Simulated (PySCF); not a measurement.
# Au²⁺: excitation energy

Au²⁺ [Xe] 4f14 5d9 (2D) → Au²⁺ [Xe] 4f14 5d8 6s1 (4F), as a difference of total energies. Computed with PySCF 2.14 in x2c-TZVPPall, with scalar relativity by spin-free X2C-1e. Correlated levels: valence and next inner shell: [Kr] 4d10 4f14 frozen. The calculations carry no spin-orbit coupling.

```tsv
method	excitation energy (cm⁻¹)
UHF	30873
MP2 (valence and next inner shell)	33703
SCS-MP2 (valence and next inner shell)	34679
CCSD (valence and next inner shell)	33401
CCSD(T) (valence and next inner shell)	33594
```

A first-order spin-orbit estimate (lowest level to lowest level, LS coupling) adds -0.382 eV.

The basis was made for the ground configuration and has no added diffuse functions, so the excitation energy can come out too high.
